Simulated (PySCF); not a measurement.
## Kr⁺: excitation energy

Kr⁺ [Ar] 3d10 4s2 4p5 (2P) → Kr⁺ [Ar] 3d10 4s1 4p5 5s1 (4P), as a difference of total energies. All numbers are calculated (PySCF 2.14, scalar relativity by spin-free X2C-1e, in x2c-QZVPPall with one added diffuse shell each of s, p, d, f type (12s9p6d5f1g, 113 functions)). Correlated levels: valence: [Ar] 3d10 frozen; valence and next inner shell: [Ne] frozen. The calculations carry no spin-orbit coupling.

```tsv
method	excitation energy (eV)
UHF	30.096
LDA	28.907
PBE	28.690
PBE0	29.304
r2SCAN	29.327
MN15	28.689
M06-L	29.652
ROHF	30.064
MP2 (valence)	28.466
SCS-MP2 (valence)	28.280
MP2 (valence and next inner shell)	28.498
```

Question: Estimate what CAM-B3LYP gives.

Answer: 29.550 eV, closest to M06-L among the rows shown.

Question: Estimate what SCS-MP2 (valence and next inner shell) gives.

Answer: 28.280 eV, closest to SCS-MP2 (valence) among the rows shown.

A first-order spin-orbit estimate (lowest level to lowest level, LS coupling) adds -0.026 eV.

The upper state lies above the first ionisation limit, where it may autoionise and the basis confines it. A Rydberg-like electron needs more diffuse functions than a valence basis has.

The promoted electron is Rydberg-like, and one or two diffuse shells describe it only roughly, which tends to raise the upper state.
